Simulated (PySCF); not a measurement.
HNSi, SMILES [SiH]#N.

The structure is a stationary point at B3LYP-D3(BJ)/def2-TZVPD.

These are CAM-B3LYP/def2-TZVPD (PySCF) values and carry that method's errors.

The molecule is in vacuum.

| Quantity | Value |
|---|---|
| total energy | -344.71459 hartree |
| point group | C∞v |
| highest occupied level | -9.06 eV |
| lowest empty level | -1.26 eV |
| orbital gap | 7.80 eV |
| dipole moment | 5.08 D |
| quadrupole, principal values (traceless, Buckingham form, about the centre of nuclear charge) | -1.72, 0.86, 0.86 D·Å |
| mean static polarisability | 39.5 bohr³ (5.85 Å³) |
| polarisability, principal values | 33.6, 33.6, 51.3 bohr³ |
